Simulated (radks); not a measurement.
Numerical settings for neutral niobium, [Kr] 4d4 5s1. Method: scalar-relativistic Kohn-Sham, r2SCAN, spin-polarised, spherical densities, finite nucleus; open shells are filled with parallel spins first (spin-orbit coupling, left out, can overturn this in heavy ions); meta-GGA in the generalised Kohn-Sham scheme; Fermi nuclear charge, rms radius 4.324 fm; computed with a radial shooting solver on a logarithmic mesh with Libxc functionals. The defaults (mesh step 0.008 in ln r, mesh end at 40 bohr or more with all orbitals vanishing there, Anderson mixing 0.5 over 9 steps, residual threshold near 1e-9 with the energy settled to 1e-9 hartree or 1e-11 of itself, here a cap of 56 iterations) give E = -3820.269 hartree and 4d at -3.851 eV in 13 iterations. Run on one thread of a shared host, so times are rough (Intel(R) Xeon(R) 6975P-C): 0.15 s of CPU time, 0.15 s wall, 13 iterations on 2437 mesh points. Changes against that run (0 stands for a change within the tolerance of the run):

| setting | iterations | converged | E (mhartree) | e(4d) (meV) | CPU (s) |
|---|---|---|---|---|---|
| mesh step in ln r 0.2 | 2 | no | diverged | - | 0.01 |
| mesh step in ln r 0.08 | 27 | yes | +6.17 | +0.267 | 0.05 |
| mesh step in ln r 0.003 | 17 | yes | 0 | 0 | 0.47 |
| mesh end (bohr) 3 | 11 | level above zero | +2.17e+03 | +1.81e+04 | 0.1 |
| mesh end (bohr) 20 | 13 | yes | 0 | 0 | 0.14 |
| residual threshold 1e-16 | 56 | no | 0 | 0 | 0.33 |
| residual threshold 1e-05 | 9 | yes | 0 | +0.0571 | 0.11 |
| mixing 0.01 | 22 | yes | 0 | -0.0087 | 0.24 |
| linear mixing, mixing 0.05 | 56 | no | +13.5 | -145 | 0.59 |
| linear mixing, mixing 0.5 | 22 | yes | 0 | +0.00419 | 0.21 |
| mixing history 3 | 14 | yes | 0 | +0.00905 | 0.15 |
| iteration cap 2 | 2 | no | +254 | -3.62e+03 | 0.05 |

Settled on a wrong energy, with an occupied level pushed above zero by the early mesh end: mesh end (bohr) 3 (+2.17 hartree). Apart from these: settings that end as converged yet miss the energy by more than 1 mhartree: mesh step in ln r 0.08 (+0.00617 hartree). A mesh that ends early acts as a hard wall.
